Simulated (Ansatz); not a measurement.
Ansatz (a first-principles code) job for C5H11O, SMILES C[CH]CC(C)O, multiplicity 2, B3LYP-D3(BJ)/def2-SVP. 

Ansatz 0.2 input:
```yaml
crystal:
  periodic: [false, false, false]
  atoms:
    - {symbol: C, position_ang: [2.57662090, 0.00372960, -0.15833940]}
    - {symbol: C, position_ang: [1.43199419, -0.17430711, 0.76042629]}
    - {symbol: C, position_ang: [0.18676515, 0.60347826, 0.60790202]}
    - {symbol: C, position_ang: [-0.79528668, -0.03957662, -0.40684429]}
    - {symbol: C, position_ang: [-2.00260097, 0.86558745, -0.64831801]}
    - {symbol: O, position_ang: [-1.18602994, -1.28745224, 0.12583767]}
    - {symbol: H, position_ang: [2.55478492, -0.72709242, -0.97790817]}
    - {symbol: H, position_ang: [3.52207726, -0.14833584, 0.36526184]}
    - {symbol: H, position_ang: [2.57254380, 0.99858334, -0.60199097]}
    - {symbol: H, position_ang: [1.41418163, -1.04465650, 1.39264487]}
    - {symbol: H, position_ang: [-0.34258860, 0.66154017, 1.56136079]}
    - {symbol: H, position_ang: [0.40679512, 1.61345400, 0.25316166]}
    - {symbol: H, position_ang: [-0.26191812, -0.19465761, -1.35998499]}
    - {symbol: H, position_ang: [-2.68646090, 0.40626027, -1.36175639]}
    - {symbol: H, position_ang: [-2.53464969, 1.02981292, 0.28614102]}
    - {symbol: H, position_ang: [-1.68366323, 1.82490642, -1.04649372]}
    - {symbol: H, position_ang: [-1.85781814, -1.67366612, -0.44609686]}
basis:
  gaussian:
    orbitals: def2-SVP
hamiltonian:
  xc: b3lyp
  dispersion: d3bj
magnetization: {spin_polarized: true, initial_magnetization: 1}
relax: {f_tol: 0.002, max_steps: 200}
```

Program output:

```
WARN ansatz: RAYON_NUM_THREADS=2 ignored (pool sized by the plan → 2); use --threads N
Functional definition: B3LYP
integrals: 0.13 GiB planned
1581 factors; integrals over basis functions are off by at most 2.8e-4 eV
mean field: 1.25 GiB planned
mean field evaluation 1: about -7392.9158 eV, gradient 5.0e1 eV
mean field evaluation 2: about -7387.7356 eV, gradient 6.0e1 eV
mean field evaluation 4: about -7404.6450 eV, gradient 2.8e0 eV
mean field evaluation 8: about -7404.7027 eV, gradient 2.0e-1 eV
mean field evaluation 16: about -7404.7029 eV, gradient 1.2e-4 eV
mean field -7404.70286871 eV, -272.1178113374 hartree, gradient 2.4e-5 eV, S^2 0.753823; 0 other end points of the search recorded, 0 dependent functions left out
the calculation of the forces begins
reference -7404.70312226 eV, -272.1178206549 hartree; 25, 24 occupied and 114, 115 virtual orbitals, 1581 factors
relax step   1: F+E_penalty+E_count = -7405.27418533 eV  Δ(F+E_penalty+E_count) = +0.000e0 eV  max|allowed force component| = 5.693e-1 eV/Å  Δτ_max = 0.0000 Å  (31 SCF iters, accepted)
these checks for a lower state are left out or cut short: starts, cluster_reference, orbital_swaps, neighbouring_geometries, increment
integrals: 0.13 GiB planned
1581 factors; integrals over basis functions are off by at most 2.9e-4 eV
mean field: 1.25 GiB planned
[...]
these checks for a lower state are left out or cut short: starts, cluster_reference, orbital_swaps, neighbouring_geometries, increment
integrals: 0.13 GiB planned
1581 factors; integrals over basis functions are off by at most 3.0e-4 eV
mean field: 1.25 GiB planned
mean field -7404.76561267 eV, -272.1201171352 hartree, gradient 1.8e-5 eV, S^2 0.753896; 0 other end points of the search recorded, 0 dependent functions left out
the calculation of the forces begins
reference -7404.76586808 eV, -272.1201265215 hartree; 25, 24 occupied and 114, 115 virtual orbitals, 1581 factors
relax step  13: F+E_penalty+E_count = -7405.33540915 eV  Δ(F+E_penalty+E_count) = -8.986e-5 eV  max|allowed force component| = 1.981e-2 eV/Å  Δτ_max = 0.0071 Å  (25 SCF iters, accepted)
these checks for a lower state are left out or cut short: starts, cluster_reference, orbital_swaps, neighbouring_geometries, increment
integrals: 0.13 GiB planned
1581 factors; integrals over basis functions are off by at most 3.0e-4 eV
mean field: 1.25 GiB planned
mean field -7404.76548661 eV, -272.1201125028 hartree, gradient 8.6e-6 eV, S^2 0.753892; 0 other end points of the search recorded, 0 dependent functions left out
the calculation of the forces begins
reference -7404.76574196 eV, -272.1201218867 hartree; 25, 24 occupied and 114, 115 virtual orbitals, 1581 factors
relax step  14: F+E_penalty+E_count = -7405.33552144 eV  Δ(F+E_penalty+E_count) = -1.123e-4 eV  max|allowed force component| = 1.366e-2 eV/Å  Δτ_max = 0.0271 Å  (31 SCF iters, accepted)
these checks for a lower state are left out or cut short: starts, cluster_reference, orbital_swaps, neighbouring_geometries, increment
integrals: 0.13 GiB planned
1581 factors; integrals over basis functions are off by at most 3.1e-4 eV
mean field: 1.25 GiB planned
mean field evaluation 96: about -7404.7038 eV, gradient 1.8e0 eV
mean field -7404.76478280 eV, -272.1200866381 hartree, gradient 9.7e-6 eV, S^2 0.753895; 0 other end points of the search recorded, 0 dependent functions left out
the calculation of the forces begins
reference -7404.76503786 eV, -272.1200960113 hartree; 25, 24 occupied and 114, 115 virtual orbitals, 1581 factors
relax step  15: F+E_penalty+E_count = -7405.33559964 eV  Δ(F+E_penalty+E_count) = -7.820e-5 eV  max|allowed force component| = 3.639e-2 eV/Å  Δτ_max = 0.0736 Å  (31 SCF iters, accepted)
these checks for a lower state are left out or cut short: starts, cluster_reference, orbital_swaps, neighbouring_geometries, increment
integrals: 0.13 GiB planned
1581 factors; integrals over basis functions are off by at most 3.0e-4 eV
mean field: 1.25 GiB planned
mean field -7404.76485868 eV, -272.1200894264 hartree, gradient 2.3e-5 eV, S^2 0.753894; 0 other end points of the search recorded, 0 dependent functions left out
the calculation of the forces begins
reference -7404.76511376 eV, -272.1200988007 hartree; 25, 24 occupied and 114, 115 virtual orbitals, 1581 factors
relax step  16: F+E_penalty+E_count = -7405.33565745 eV  Δ(F+E_penalty+E_count) = -5.781e-5 eV  max|allowed force component| = 1.579e-2 eV/Å  Δτ_max = 0.0076 Å  (24 SCF iters, accepted)
these checks for a lower state are left out or cut short: starts, cluster_reference, orbital_swaps, neighbouring_geometries, increment
integrals: 0.13 GiB planned
1581 factors; integrals over basis functions are off by at most 3.1e-4 eV
mean field: 1.25 GiB planned
mean field -7404.76465965 eV, -272.1200821125 hartree, gradient 2.2e-5 eV, S^2 0.753894; 0 other end points of the search recorded, 0 dependent functions left out
the calculation of the forces begins
reference -7404.76491464 eV, -272.1200914830 hartree; 25, 24 occupied and 114, 115 virtual orbitals, 1581 factors
relax step  17: F+E_penalty+E_count = -7405.33569707 eV  Δ(F+E_penalty+E_count) = -3.962e-5 eV  max|allowed force component| = 5.569e-3 eV/Å  Δτ_max = 0.0138 Å  (25 SCF iters, accepted)
these checks for a lower state are left out or cut short: starts, cluster_reference, orbital_swaps, neighbouring_geometries, increment
integrals: 0.13 GiB planned
1581 factors; integrals over basis functions are off by at most 3.1e-4 eV
mean field: 1.25 GiB planned
mean field -7404.76404258 eV, -272.1200594355 hartree, gradient 9.7e-6 eV, S^2 0.753897; 0 other end points of the search recorded, 0 dependent functions left out
the calculation of the forces begins
reference -7404.76429724 eV, -272.1200687941 hartree; 25, 24 occupied and 114, 115 virtual orbitals, 1581 factors
relax step  18: F+E_penalty+E_count = -7405.33576114 eV  Δ(F+E_penalty+E_count) = -6.408e-5 eV  max|allowed force component| = 7.754e-3 eV/Å  Δτ_max = 0.0382 Å  (30 SCF iters, accepted)
these checks for a lower state are left out or cut short: starts, cluster_reference, orbital_swaps, neighbouring_geometries, increment
integrals: 0.13 GiB planned
1581 factors; integrals over basis functions are off by at most 3.1e-4 eV
mean field: 1.25 GiB planned
mean field evaluation 128: about -7404.7631 eV, gradient 1.0e-5 eV
mean field -7404.76311728 eV, -272.1200254314 hartree, gradient 1.0e-5 eV, S^2 0.753903; 0 other end points of the search recorded, 0 dependent functions left out
the calculation of the forces begins
reference -7404.76337135 eV, -272.1200347682 hartree; 25, 24 occupied and 114, 115 virtual orbitals, 1581 factors
relax step  19: F+E_penalty+E_count = -7405.33576739 eV  Δ(F+E_penalty+E_count) = -6.248e-6 eV  max|allowed force component| = 1.936e-2 eV/Å  Δτ_max = 0.0553 Å  (30 SCF iters, accepted)
these checks for a lower state are left out or cut short: starts, cluster_reference, orbital_swaps, neighbouring_geometries, increment
integrals: 0.13 GiB planned
1581 factors; integrals over basis functions are off by at most 3.1e-4 eV
mean field: 1.25 GiB planned
mean field -7404.76347661 eV, -272.1200386363 hartree, gradient 1.9e-5 eV, S^2 0.753900; 0 other end points of the search recorded, 0 dependent functions left out
the calculation of the forces begins
reference -7404.76373089 eV, -272.1200479810 hartree; 25, 24 occupied and 114, 115 virtual orbitals, 1581 factors
relax step  20: F+E_penalty+E_count = -7405.33579790 eV  Δ(F+E_penalty+E_count) = -3.050e-5 eV  max|allowed force component| = 9.031e-3 eV/Å  Δτ_max = 0.0204 Å  (25 SCF iters, accepted)
these checks for a lower state are left out or cut short: starts, cluster_reference, orbital_swaps, neighbouring_geometries, increment
integrals: 0.13 GiB planned
1581 factors; integrals over basis functions are off by at most 3.1e-4 eV
mean field: 1.25 GiB planned
mean field -7404.76335558 eV, -272.1200341889 hartree, gradient 2.4e-5 eV, S^2 0.753898; 0 other end points of the search recorded, 0 dependent functions left out
the calculation of the forces begins
reference -7404.76360979 eV, -272.1200435309 hartree; 25, 24 occupied and 114, 115 virtual orbitals, 1581 factors
relax step  21: F+E_penalty+E_count = -7405.33580888 eV  Δ(F+E_penalty+E_count) = -1.098e-5 eV  max|allowed force component| = 3.295e-3 eV/Å  Δτ_max = 0.0052 Å  (24 SCF iters, accepted)
these checks for a lower state are left out or cut short: starts, cluster_reference, orbital_swaps, neighbouring_geometries, increment
integrals: 0.13 GiB planned
1581 factors; integrals over basis functions are off by at most 3.1e-4 eV
mean field: 1.25 GiB planned
mean field -7404.76315974 eV, -272.1200269916 hartree, gradient 1.7e-5 eV, S^2 0.753899; 0 other end points of the search recorded, 0 dependent functions left out
the calculation of the forces begins
reference -7404.76341384 eV, -272.1200363296 hartree; 25, 24 occupied and 114, 115 virtual orbitals, 1581 factors
relax step  22: F+E_penalty+E_count = -7405.33581476 eV  Δ(F+E_penalty+E_count) = -5.886e-6 eV  max|allowed force component| = 1.464e-3 eV/Å  Δτ_max = 0.0099 Å  (25 SCF iters, accepted)
these checks for a lower state are left out or cut short: starts, cluster_reference, orbital_swaps, neighbouring_geometries, increment
integrals: 0.13 GiB planned
1581 factors; integrals over basis functions are off by at most 3.1e-4 eV
mean field: 1.25 GiB planned
mean field -7404.76296029 eV, -272.1200196620 hartree, gradient 1.5e-5 eV, S^2 0.753899; 0 other end points of the search recorded, 0 dependent functions left out
the calculation of the forces begins
reference -7404.76321429 eV, -272.1200289962 hartree; 25, 24 occupied and 114, 115 virtual orbitals, 1581 factors
relax step  23: F+E_penalty+E_count = -7405.33581655 eV  Δ(F+E_penalty+E_count) = -1.781e-6 eV  max|allowed force component| = 1.774e-3 eV/Å  Δτ_max = 0.0095 Å  (25 SCF iters, accepted)
integrals: 0.13 GiB planned
1581 factors; integrals over basis functions are off by at most 3.1e-4 eV
mean field: 1.25 GiB planned
mean field evaluation 160: about -7404.7289 eV, gradient 4.6e-1 eV
mean field -7404.76296029 eV, -272.1200196620 hartree, gradient 1.5e-5 eV, S^2 0.753899; 1 other end points of the search recorded, 0 dependent functions left out
the calculation of the forces begins
reference -7404.76321429 eV, -272.1200289962 hartree; 25, 24 occupied and 114, 115 virtual orbitals, 1581 factors
Total energy: -7405.33607054 eV, -272.1410810754 hartree
Atom 0 at     2.503135    -0.124208    -0.180078 Å, force    -0.000155     0.000042     0.000948 eV/Å
Atom 1 at     1.445649    -0.066504     0.867490 Å, force    -0.000080    -0.000539    -0.001774 eV/Å
Atom 2 at     0.171578     0.677702     0.640214 Å, force    -0.000542     0.000635     0.000322 eV/Å
Atom 3 at    -0.742085     0.043675    -0.425675 Å, force    -0.000096    -0.000852    -0.000216 eV/Å
Atom 4 at    -2.032752     0.833257    -0.622084 Å, force     0.000430     0.000150     0.000429 eV/Å
Atom 5 at    -1.008832    -1.283914    -0.000224 Å, force     0.000059     0.000090    -0.000203 eV/Å
Atom 6 at     2.284515    -0.898786    -0.946973 Å, force    -0.000273    -0.000069    -0.000134 eV/Å
Atom 7 at     3.490150    -0.376874     0.240853 Å, force     0.000233    -0.000023     0.000091 eV/Å
Atom 8 at     2.595801     0.833236    -0.723044 Å, force     0.000117     0.000452    -0.000400 eV/Å
Atom 9 at     1.478884    -0.799251     1.679112 Å, force     0.000116    -0.000283     0.000865 eV/Å
Atom 10 at    -0.407198     0.744994     1.576859 Å, force    -0.000097     0.000074     0.000214 eV/Å
Atom 11 at     0.385019     1.712647     0.310298 Å, force     0.000079     0.000047    -0.000066 eV/Å
Atom 12 at    -0.184457     0.030582    -1.386312 Å, force     0.000051    -0.000003    -0.000203 eV/Å
Atom 13 at    -2.669916     0.363127    -1.390474 Å, force     0.000073    -0.000067    -0.000095 eV/Å
Atom 14 at    -2.603638     0.869176     0.319496 Å, force    -0.000035     0.000032     0.000013 eV/Å
Atom 15 at    -1.826419     1.865455    -0.947383 Å, force    -0.000044    -0.000046    -0.000013 eV/Å
Atom 16 at    -1.564688    -1.706705    -0.667071 Å, force     0.000166     0.000361     0.000223 eV/Å
Dipole moment:    -0.150884     0.063429    -0.307452 e Å
```

The run converged.

Cost: about 3.0 core-minutes (a rough figure).
